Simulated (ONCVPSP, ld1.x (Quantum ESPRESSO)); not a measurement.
## Pseudopotentials across the periodic table

Generated with ld1.x 7.5 (TM, RRKJ, ultrasoft, PAW), atompaw 4.2 or ONCVPSP 4.0.1. The cutoff is in Ry: for ld1.x and atompaw files where the sum of valence levels is converged to 10 mRy in a Bessel basis, for ONCV files where the hardest occupied wave has 1 mHa per electron of residual kinetic energy. The error is the largest all-electron minus pseudo excitation energy over each file’s own four to seven test configurations (ionisations up to +4, promotions, holes and added fractions of an electron), all of which were solved. The labels leave out finer settings (local radius, basis sizes, second energies), which also bear on the numbers. Spin-polarised tests are not counted. The rows are a selection from randomly drawn settings: files with unsolved tests, undetermined cutoffs or missed reference levels are left out.

A true bound ghost makes a file unfit for plane-wave use even where its test errors are small: the radial tests pick states by their node count and pass the ghost by.

```tsv
element	potential	cutoff (Ry)	largest error (meV)	bound ghosts
C	ultrasoft, PBE, non-relativistic, rc 1.10/1.80 (sp), local smoothed, core correction yes, reference 2s2 2p1.5	25	+96	none
Ru	TM, PW91, scalar-relativistic, rc 2.15/2.90/1.85 (spd), local smoothed, core correction yes, reference 4d7 5s0.75 5p0.25	50	-73	none
Ru	ONCV, PBE, scalar-relativistic, rc 2.00/1.70/1.70 (spd), local smoothed, core correction yes, reference 4s2 4p6 4d7 5s0.75, qcut 5.6/9.5/11, projectors 2/3/2	56	-2.1	none
Cd	TM, PBE, fully relativistic, rc 2.38/4.10/2.12 (spd), local s, core correction yes, reference 4d10 5s2 5p0	55	-231	none
Sn	TM, LDA (PZ), fully relativistic, rc 1.80/2.75/2.80 (spd), local s, core correction yes, reference 5s1.75 5p2.25	21	-303	none
Ba	ONCV, LDA (Perdew-Wang 92), scalar-relativistic, rc 2.70/2.35/2.35 (spd), local d, core correction no, reference 5s2 5p6 6s2, qcut 3.9/6/4, projectors 3/2/0	21	-164	none
Pb	TM, PBEsol, scalar-relativistic, rc 1.45/2.40/2.10 (spd), local s, core correction yes, reference 6s2 6p2	90	-573	d
```

(1) Fill in the row for Xe: ONCV, LDA (Perdew-Wang 92), scalar-relativistic, rc 1.35/1.25/1.40 (spd), local smoothed, core correction yes, reference 4s2 4p6 4d10 5s2 5p6, qcut 7.7/13.5/11.5, projectors 3/2/3.

Answers

(1) cutoff 122 Ry, largest error -27 meV, bound ghosts: none.
